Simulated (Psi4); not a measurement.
C4H11O2, charge +1, singlet, at a GFN2-xTB geometry; MP2.5/STO-3G (Psi4).

Input for Psi4:
```
memory 2 GB

molecule {
1 1
C     2.36661495   -0.12619185    0.24717262
O     1.07480002   -0.25199685    0.88042613
C     0.10937954    0.77036453    0.54592923
C    -0.75192641    0.19441294   -0.61376919
C    -2.17918002    0.69870354   -0.57404255
O    -0.65341053   -1.22418938   -0.47085191
H     2.28582328   -0.07100439   -0.83805283
H     2.94889462   -1.00127445    0.53127219
H     2.85431223    0.76743456    0.63433318
H     0.53921333   -1.06622632    0.43861294
H    -0.49794260    0.92202136    1.44290896
H     0.60261658    1.70361411    0.28107471
H    -0.29008700    0.43189425   -1.57822099
H    -2.74978232    0.28220415   -1.40027805
H    -2.66131296    0.42441196    0.36279328
H    -2.19491570    1.78067518   -0.66519481
H    -1.47726349   -1.58799572   -0.11758277
}

set {
  basis sto-3g
}

energy('mp2.5')
print_variables()
```

It wrote (shortened):

```
    Information: MP2.5 default algorithm changed to DF in August 2020. Use `set mp_type conv` for previous behavior.
    For method 'MP2.5', SCF Algorithm Type (re)set to DISK_DF.

   => Loading Basis Set <=

    Name: STO-3G
    Role: ORBITAL
    Keyword: BASIS

         ---------------------------------------------------------
                                   SCF
               by Justin Turney, Rob Parrish, Andy Simmonett
                          and Daniel G. A. Smith
                              RHF Reference
         ---------------------------------------------------------

  ==> Geometry <==

    Molecular point group: c1
    Full point group: C1

    Geometry (in Angstrom), charge = 1, multiplicity = 1:

       Center              X                  Y                   Z               Mass
    ------------   -----------------  -----------------  -----------------  -----------------
         C            2.359661518005    -0.098105228197     0.237300150778    12.000000000000
         O            1.067846588005    -0.223910228197     0.870553660778    15.994914619570
         C            0.102426108005     0.798451151803     0.536056760778    12.000000000000
         C           -0.758879841995     0.222499561803    -0.623641659222    12.000000000000
         C           -2.186133451995     0.726790161803    -0.583915019222    12.000000000000
         O           -0.660363961995    -1.196102758197    -0.480724379222    15.994914619570
         H            2.278869848005    -0.042917768197    -0.847925299222     1.007825032230
         H            2.941941188005    -0.973187828197     0.521399720778     1.007825032230
         H            2.847358798005     0.795521181803     0.624460710778     1.007825032230
         H            0.532259898005    -1.038139698197     0.428740470778     1.007825032230
         H           -0.504896031995     0.950107981803     1.433036490778     1.007825032230
         H            0.595663148005     1.731700731803     0.271202240778     1.007825032230
         H           -0.297040431995     0.459980871803    -1.588093459222     1.007825032230
         H           -2.756735751995     0.310290771803    -1.410150519222     1.007825032230
         H           -2.668266391995     0.452498581803     0.352920810778     1.007825032230
         H           -2.201869131995     1.808761801803    -0.675067279222     1.007825032230
[...]
  @DF-RHF Final Energy:  -303.54798484216025
    Total Energy =                       -303.5479848421602469
  DIE_IF_NOT_CONVERGED          => (empty)
[...]
  ZORA_PRUNING_SCHEME           => (empty)
  ZORA_RADIAL_POINTS            => (empty)
  ZORA_SPHERICAL_POINTS         => (empty)

	For this residual convergence, default PCG convergence is:     1.00e-07
	For this energy convergence, default residual convergence is:     3.16e-07

 ==============================================================================
 ==============================================================================
 ==============================================================================

                    DF-MP2.5
              Program Written by Ugur Bozkaya
              Latest Revision September 9, 2017

 ==============================================================================
 ==============================================================================
 ==============================================================================

	MO spaces...

	 FC   OCC   VIR   FV
	----------------------
	  0   25    16    0

	Number of basis functions in the DF-CC basis: 442

	Total memory requirement for DF+CC int:      9.20 MB

	Computing DF-MP2 energy ...
	=======================================================================
	Nuclear Repulsion Energy (a.u.)    :   278.11139404007656
	DF-HF Energy (a.u.)                :  -303.54798484216025
	REF Energy (a.u.)                  :  -303.54798484216025
	DF-MP2 Correlation Energy (a.u.)   :    -0.29803761515018
	DF-MP2 Total Energy (a.u.)         :  -303.84602245731043
	=======================================================================

	=======================================================================
	================ MP2.5 FINAL RESULTS ==================================
	=======================================================================
	Nuclear Repulsion Energy (a.u.)    :   278.11139404007656
	SCF Energy (a.u.)                  :  -303.54798484216025
	REF Energy (a.u.)                  :  -303.54798484216025
	DF-MP3 Correlation Energy (a.u.)   :    -0.35769659541006
	DF-MP3 Total Energy (a.u.)         :  -303.90568143757031
	DF-MP2.5 Correlation Energy (a.u.) :    -0.32786710528014
	DF-MP2.5 Total Energy (a.u.)       :  -303.87585194744037
	=======================================================================

  Variable Map:
  ----------------------------------------------------------------------------
[...]
  Array Variable Map:
  ----------------------------------------------------------------------------
[...]
[...]
```
